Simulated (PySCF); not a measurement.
All values below come from PySCF with PBE-D3(BJ)/def2-TZVP // B3LYP-D3(BJ)/def2-TZVP. Isolated molecules, 0 K electronic values unless said otherwise. One relaxed conformer stands for a flexible species; it need not be the lowest. Excitations are Tamm–Dancoff values on a coarser integration grid. The basis has no diffuse functions, so Rydberg states are missing or too high.

Reference species (SMILES): `O=C[SiH3]` (neutral, multiplicity 1).

| Item | Value |
|---|---|
| LUMO | -2.83 eV |
| T1 excitation (TDA) | 2.42 eV |

Changed species: `O=CC1CC1` (O–C–C–C torsion 147°) (X = cyclopropyl; the reference has X = silyl).

Predict the effect on the LUMO and T1 excitation (TDA).

the LUMO goes up by 1.11 eV, to -1.72 eV; the T1 excitation (TDA) goes up by 1.24 eV, to 3.66 eV.
